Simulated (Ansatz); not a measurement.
Cost and result for the atomization energy of C₂H₄OSi, SMILES `C#CO[SiH3]` (8 atoms, 7 bonds).

Charge 0, multiplicity 1. Geometry: relaxed with PBE0-D4/def2-TZVP. Program: Ansatz. All runs use 2 threads of an Arm Neoverse V2 on a shared host. Times are those of one run each, without the atoms' runs, and a repeat can differ threefold. Electronic energies, without spin–orbit coupling; frozen cores. CCSD(T)/CBS adds CCSD(T) − MP2 in def2-TZVPP to the MP2 limit, and its time is that of the two runs behind it. T1 = 0.013. HSE06 is the plane-wave form, built on full-range PBE exchange.

CCSD(T)/CBS is a level of theory with its own doubt, some kJ/mol a heavy atom from the limit and from the frozen cores, so smaller differences don't rank the functionals.

```
                             level  functions  wall time  atomization (kJ/mol)  difference from CCSD(T)/CBS  per bond
              revPBE-D4/def2-TZVPP        191      1.5 s                3034.6                        -21.1      -3.0
                  CCSD(T)/def2-SVP         80      1.8 s                2872.7                       -183.0     -26.1
                PBE0-D4/def2-TZVPP        191      2.2 s                3046.3                         -9.4      -1.3
               BHLYP-D4/def2-TZVPP        191      2.3 s                2949.8                       -105.9     -15.1
               HSE06-D4/def2-TZVPP        191      2.4 s                3048.9                         -6.8      -1.0
           CAM-B3LYP-D4/def2-TZVPP        191      2.7 s                3069.5                         13.8       2.0
             r2SCANh-D4/def2-TZVPP        191      3.7 s                3032.2                        -23.5      -3.4
r2SCAN-D4/def2-TZVPP (with forces)        191        4 s                3057.7                          2.0       0.3
                ωB97X-V/def2-TZVPP        191      6.5 s                3058.9                          3.2       0.5
                 B97M-V/def2-TZVPP        191      7.5 s                3054.8                         -0.9      -0.1
                    MP2/def2-QZVPP        361       13 s                3095.4                         39.7       5.7
                CCSD(T)/def2-TZVPP        191       42 s                2968.8                        -86.9     -12.4
                 CCSD(T)/CBS(def2)          –       55 s                3055.7                          0.0       0.0
```

Leaving LDA and LC-ωPBE aside and taking each functional with its dispersion term where it has one, the values, not all of them listed here, spread over 168.2 kJ/mol, from BHLYP-D4 to PBE-D4. LDA lies +407.9 kJ/mol from PBE without D4, its usual overbinding. The D4 term adds +21.5 kJ/mol with B3LYP and +11.2 kJ/mol with PBE0; it sums over pairs of atoms, weighted by their polarisabilities, and B3LYP, whose exchange is more repulsive, gets the larger term. At CCSD(T), def2-SVP lies −182.9 kJ/mol from the extrapolated value and def2-TZVPP −86.9 kJ/mol: correlation converges slowly with the basis, and small sets miss more of it in the bonded molecule than in its fragments.

B3LYP here is the variant with VWN-RPA as its local correlation; programs differ in this.
